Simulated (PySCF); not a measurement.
# Bond curve of MgBe⁺

Set-up: basis Mg cc-pVDZ, Be cc-pVDZ; no relativity; PySCF 2.14. Energies in eV from Mg⁺ + Be in their ground configurations at the same level. State: ²Σ⁺ (doublet), unpaired electrons σ ↑.

All columns are PBE0. A positive dipole points towards Be; it is taken about the centre of mass and depends on that origin.

```json
{"R (Å)": "2.267", "E (eV)": "-0.958", "μ (D)": "0.00", "Mulliken charge on Mg (basis-dependent)": "0.79", "HOMO (eV)": "-10.61", "LUMO (eV)": "-7.79", "Mayer bond order": "0.90", "⟨S²⟩": "0.78"}
{"R (Å)": "2.372", "E (eV)": "-1.112", "μ (D)": "0.14", "Mulliken charge on Mg (basis-dependent)": "0.77", "HOMO (eV)": "-10.65", "LUMO (eV)": "-7.86", "Mayer bond order": "0.85", "⟨S²⟩": "0.78"}
{"R (Å)": "2.478", "E (eV)": "-1.198", "μ (D)": "0.28", "Mulliken charge on Mg (basis-dependent)": "0.76", "HOMO (eV)": "-10.69", "LUMO (eV)": "-7.92", "Mayer bond order": "0.80", "⟨S²⟩": "0.79"}
{"R (Å)": "2.557", "E (eV)": "-1.229", "μ (D)": "0.39", "Mulliken charge on Mg (basis-dependent)": "0.75", "HOMO (eV)": "-10.72", "LUMO (eV)": "-7.98", "Mayer bond order": "0.77", "⟨S²⟩": "0.79"}
{"R (Å)": "2.636", "E (eV)": "-1.237", "μ (D)": "0.48", "Mulliken charge on Mg (basis-dependent)": "0.75", "HOMO (eV)": "-10.75", "LUMO (eV)": "-8.03", "Mayer bond order": "0.73", "⟨S²⟩": "0.79"}
{"R (Å)": "2.715", "E (eV)": "-1.228", "μ (D)": "0.57", "Mulliken charge on Mg (basis-dependent)": "0.75", "HOMO (eV)": "-10.78", "LUMO (eV)": "-8.08", "Mayer bond order": "0.70", "⟨S²⟩": "0.80"}
{"R (Å)": "2.821", "E (eV)": "-1.195", "μ (D)": "0.68", "Mulliken charge on Mg (basis-dependent)": "0.75", "HOMO (eV)": "-10.82", "LUMO (eV)": "-8.15", "Mayer bond order": "0.66", "⟨S²⟩": "0.80"}
{"R (Å)": "2.952", "E (eV)": "-1.133", "μ (D)": "0.78", "Mulliken charge on Mg (basis-dependent)": "0.75", "HOMO (eV)": "-10.87", "LUMO (eV)": "-8.24", "Mayer bond order": "0.61", "⟨S²⟩": "0.81"}
{"R (Å)": "3.111", "E (eV)": "-1.039", "μ (D)": "0.85", "Mulliken charge on Mg (basis-dependent)": "0.75", "HOMO (eV)": "-10.93", "LUMO (eV)": "-8.35", "Mayer bond order": "0.55", "⟨S²⟩": "0.81"}
{"R (Å)": "3.321", "E (eV)": "-0.903", "μ (D)": "0.85", "Mulliken charge on Mg (basis-dependent)": "0.75", "HOMO (eV)": "-11.00", "LUMO (eV)": "-8.48", "Mayer bond order": "0.50", "⟨S²⟩": "0.81"}
```

A fit through these points gives, at Re = 2.630 Å, μ = 0.48 D and dμ/dR = 1.19 D/Å; the reduced mass is 6.551 u.

Question: How strong is the fundamental in the double-harmonic approximation, I = 42.26·(dμ/dR)²/μred km/mol?

Answer: I = 42.26·(1.19)²/6.551 = 9.14 km/mol at PBE0.

For an ion De counts to the pair picked by the measured ionisation energies or electron affinities, which need not be the lowest pair at this level. The state was picked by a PBE0 search and need not be the measured ground state.
